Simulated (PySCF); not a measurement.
Isomers of C8H7N, one GFN2-xTB conformer each. Single-point energies are computed at PBE0/pcSseg-1 (PySCF, gas phase, no added dispersion term), electronic only.

**Question.** Rank them by PBE0/pcSseg-1 energy, lowest first (kcal/mol).
A. `[CH:1]#[C:2]/[C:3]([CH:4]=[CH2:5])=[C:6](/[CH3:7])[C:8]#[N:9]` with C2–C3–C4–C5 1°
B. indolizine (`c1c2n(cc1)cccc2`)
C. indole (`c1ccc2[nH]ccc2c1`)
D. `CC1=CC=C(C#N)C=C1` (p-tolunitrile)
E. `N#CC1=C[C@@H]2C=C[C@H]1C2`
F. `[CH2:1]=[C:2]=[CH:3][c:4]1[cH:5][cH:6][cH:7][cH:8][n:9]1` with C2–C3–C4–C5 0°

**Answer.** C (0.0), D (12.7), B (12.8), F (47.1), E (58.9), A (88.8).

As drawn, the lowest has an aromatic ring and an N–H bond, which the highest lacks; the highest has a C≡N group, a C≡C bond and a C=C bond outside aromatic rings, which the lowest lacks. Neighbours under 2.5 kcal/mol apart (Cc1ccc(C#N)cc1 and c1ccn2cccc2c1) can change places with a better method, another conformer or zero-point energy. GFN2-xTB itself gives, in the same order: 0.0, 28.6, 2.2, 51.5, 57.7, 98.0. Both levels put the same isomer lowest; measured from each level's own lowest isomer, the values differ by up to 15.9 kcal/mol (Cc1ccc(C#N)cc1: 28.6 against 12.7).

**Question.** Which frontier levels, dipoles and rotational constants go with these structures?

**Answer.** 
```
                   SMILES  HOMO (eV, PBE0/pcSseg-1)  LUMO (eV)  dipole (D)       A, B, C (MHz)
         c1ccc2[nH]ccc2c1                     -6.00      -0.30        2.23    3928, 1664, 1169
           Cc1ccc(C#N)cc1                     -7.53      -1.44        5.27  5556, 998.6, 850.9
            c1ccn2cccc2c1                     -5.51      -0.74        1.19    4015, 1709, 1199
            C=C=Cc1ccccn1                     -6.81      -1.20        2.16   4773, 1037, 856.7
N#CC1=C[C@@H]2C=C[C@H]1C2                     -7.09      -1.62        4.68    3912, 1348, 1274
      C#C/C(C=C)=C(/C)C#N                     -7.05      -2.39        4.34   2344, 1405, 883.3
```
